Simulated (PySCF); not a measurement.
Polarisability and C₆ of O (oxygen, neutral)

[He] 2s2 2p4, high-spin 3P determinant. Calculation: PySCF 2.14, in aug-cc-pCVTZ-DK with one added diffuse shell each of s, p, d, f type (8s7p5d3f, 75 functions); the spin-free X2C one-electron Hamiltonian (Gaussian nucleus). Coupled (time-dependent) response in atomic units; α is the mean over directions.

```csv
method,mean α (bohr³),"α xx, yy, zz",C₆ (like pair),S(−4)
UHF,4.788,"4.584, 5.197, 4.584",13.94,10.66
PBE,5.993,"5.528, 6.924, 5.528",18.12,21.36
PBE0,5.494,"5.143, 6.198, 5.143",16.41,16.14
CAM-B3LYP,5.564,"5.208, 6.275, 5.208",16.64,16.75
TPSSh,5.576,"5.199, 6.329, 5.199",16.79,16.82
```

S(−4) is the Cauchy moment in α(ω) = α(0) + S(−4) ω² + …

Reference α: 5.3 ± 0.2 bohr³ (recommended; Schwerdtfeger and Nagle, table of static dipole polarizabilities (2023 update)). Published C₆: 15.60 (Chu and Dalgarno (2004); Tang, Norbeck and Certain (1976)).

α(iu) at UHF:

| u (hartree) | α(iu) (bohr³) |
| --- | --- |
| 0 | 4.788 |
| 0.0500 | 4.762 |
| 0.100 | 4.686 |
| 0.200 | 4.414 |
| 0.300 | 4.053 |
| 0.500 | 3.294 |
| 0.750 | 2.512 |
| 1.00 | 1.943 |
| 1.50 | 1.237 |
| 2.00 | 0.8477 |
| 3.00 | 0.4654 |
| 5.00 | 0.2006 |

A single London oscillator, α(iu) = α/(1 + u²/ω²), gives C₆ = (3/4) ω α². Matching the computed C₆ needs ω = 4 × 13.94 / (3 × 4.788²) = 0.811 hartree.

The components differ because the open shell of this determinant is not spherical; for a pure term their mean is the scalar polarisability.
